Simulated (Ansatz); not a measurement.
Gas-phase electronic energies from Ansatz, PBE0-D4/def2-TZVP geometries. CBS: MP2 limit from def2 TZ/QZ plus the TZ coupled-cluster correction, frozen cores. DFT in def2-TZVPP. Elements past krypton have def2 core potentials. For Sn outer-core shells are correlated without core-valence functions, which leaves a few kJ/mol of doubt a bond. One conformer a species, not always the lowest.

`C1[CH2][SnH2][O]1` → `C[O][Sn][CH3]`  (isomerisation)

| level | ΔE (kJ/mol) |
| --- | --- |
| ωB97M-V | -112.9 |
| B2PLYP | -129.0 |
| PBE | -122.6 |
| SCS-MP2/def2-QZVPP | -116.4 |

Question: What does CCSD(T)/CBS give? (An estimate is asked.)

Answer: The calculation gave: -110.5 kJ/mol. The listed levels differ from it by -2.4, -18.5, -12.1, -5.9 kJ/mol.

Largest T1 diagnostic among the species: 0.017.

In def2-TZVPP, CCSD(T) changes the Hartree–Fock value by +14.2 kJ/mol (the triples alone add +3.0 kJ/mol) and MP2 by +8.6 kJ/mol. From PBE to PBE0 (25 % exact exchange), in def2-TZVPP and without D4, ΔE moves by +12.1 kJ/mol.
